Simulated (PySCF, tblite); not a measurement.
Rigid-rotor lines calculated for a species of formula C2H9ClSSi3 (commonest isotopes; CAM-B3LYP/def2-SVPD in PySCF (dipole) on a GFN2-xTB geometry, gas phase), labelled J(Ka,Kc):

| transition | MHz |
| --- | --- |
| 1(0,1) ← 0(0,0) | 1200.2 |
| 2(0,2) ← 1(0,1) | 2365.1 |
| 2(1,1) ← 1(1,0) | 2584.1 |
| 1(1,0) ← 0(0,0) | 2001.6 |
| 2(1,2) ← 1(1,1) | 2216.7 |

**Question.** Find the rotational constants.

**Answer.** 1(0,1) ← 0(0,0) is B + C, 2(1,1) ← 1(1,0) is 3B + C and 2(1,2) ← 1(1,1) is B + 3C, so B − C is half the difference of the last two, 183.7 MHz. 1(1,0) ← 0(0,0) is A + B. A = 1309.7, B = 691.9, C = 508.2 MHz.

**Question.** What moments of inertia, asymmetry and inertial defect follow?

**Answer.** I = 505379 MHz·u·Å² over each constant: Ia = 385.89, Ib = 730.38, Ic = 994.36 u·Å²; κ = (2B − A − C)/(A − C) = -0.542 (asymmetric top); Δ = Ic − Ia − Ib = -121.91 u·Å².

**Question.** Which dipole components do these lines need?

**Answer.** μa and μc (a-type: ΔKa even, ΔKc odd; c-type: ΔKa odd, ΔKc even). The calculation gives |μa| = 0.44 D, |μb| = 0.06 D, |μc| = 0.10 D.

**Question.** Where do these fall, and of which type are they? 3(0,3) ← 2(0,2); 3(1,2) ← 2(0,2); 3(2,1) ← 2(2,0); 3(2,2) ← 3(1,2); 3(2,2) ← 2(2,1); 2(2,0) ← 1(1,0); 2(2,1) ← 1(1,1); 3(3,0) ← 2(2,0); 3(2,1) ← 2(1,1); 3(1,2) ← 2(1,1); 3(3,1) ← 3(2,1); 3(1,3) ← 3(0,3); 3(1,2) ← 3(1,3); 2(2,1) ← 2(1,1); 1(1,1) ← 1(0,1); 2(1,1) ← 2(1,2).

**Answer.** 
| transition | MHz | type | branch |
| --- | --- | --- | --- |
| 3(1,3) ← 3(0,3) | 307 | c | Q |
| 2(1,1) ← 2(1,2) | 551 | a | Q |
| 1(1,1) ← 1(0,1) | 618 | c | Q |
| 3(1,2) ← 3(1,3) | 1098 | a | Q |
| 3(2,2) ← 3(1,2) | 1602 | c | Q |
| 2(2,1) ← 2(1,1) | 1853 | c | Q |
| 3(3,1) ← 3(2,1) | 3400 | c | Q |
| 3(0,3) ← 2(0,2) | 3467 | a | R |
| 3(2,2) ← 2(2,1) | 3601 | a | R |
| 3(2,1) ← 2(2,0) | 3734 | a | R |
| 3(1,2) ← 2(1,1) | 3852 | a | R |
| 2(2,0) ← 1(1,0) | 4472 | c | R |
| 2(2,1) ← 1(1,1) | 4621 | c | R |
| 3(1,2) ← 2(0,2) | 4872 | c | R |
| 3(2,1) ← 2(1,1) | 5622 | c | R |
| 3(3,0) ← 2(2,0) | 7138 | c | R |

**Question.** Which structure gave them?

**Answer.** `CS[Si@@H]1C[SiH2][Si@H]1Cl`, point group C1. Three constants can't fix a structure by themselves; this is the one that was computed:
```
atom  x, y, z in Å
C1     3.051    0.096    0.225
S2     1.814   -0.913   -0.645
Si3    0.166   -0.653    0.729
C4    -1.404   -1.335   -0.153
Si5   -2.466    0.241   -0.503
Si6   -0.776    1.495    0.559
Cl7   -1.249    2.412    2.326
H8     3.943    0.111   -0.393
H9     3.278   -0.353    1.187
H10    2.673    1.105    0.357
H11    0.561   -1.397    1.933
H12   -1.933   -2.042    0.483
H13   -1.163   -1.885   -1.061
H14   -3.796    0.136    0.109
H15   -2.683    0.455   -1.936
H16   -0.025    2.537   -0.157
```

The values belong to one conformer (point group C1) with, in the numbering `[CH3:1][S:2][Si@@H:3]1[CH2:4][SiH2:5][Si@H:6]1[Cl:7]`, C1–S2–Si3–C4 168°. Its GFN2-xTB frequencies are all real (lowest 34 cm⁻¹). These are rigid-rotor constants of the computed structure; measured ground-state constants (B0) also hold zero-point vibration. A rigid rotor knows nothing of internal rotation, which can split or shift real lines. Quadrupole hyperfine structure (35Cl) is left out.
